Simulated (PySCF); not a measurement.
Excitation energy of Ni⁺ by level of theory

Ni⁺ [Ar] 3d9 (2D) → Ni⁺ [Ar] 3d8 4p1 (high-spin determinant), as a difference of total energies. Computed with PySCF 2.14 in aug-cc-pVTZ (8s7p5d3f2g, 93 functions), with the non-relativistic Hamiltonian (point nucleus). Correlated levels: valence: [Ar] frozen. The calculations carry no spin-orbit coupling.

| method | excitation energy (eV) |
| --- | --- |
| UHF | 4.317 |
| LDA | 7.456 |
| PBE | 6.881 |
| PBE0 | 6.441 |
| r2SCAN | 6.105 |
| revPBE | 6.783 |
| MN15 | 7.664 |
| M06-2X | 6.485 |
| PBEsol | 7.040 |
| MP2 (valence) | 7.136 |
| SCS-MP2 (valence) | 6.962 |

Q: How much does correlation contribute at MP2 (valence)?

A: 7.136 − (4.317) = 2.819 eV, measured against UHF.

A first-order spin-orbit estimate (lowest level to lowest level, LS coupling) adds -0.027 eV.

The determinant of the upper state mixes LS terms, which raises its energy above the lowest term, most at the Hartree-Fock and MP2 levels.
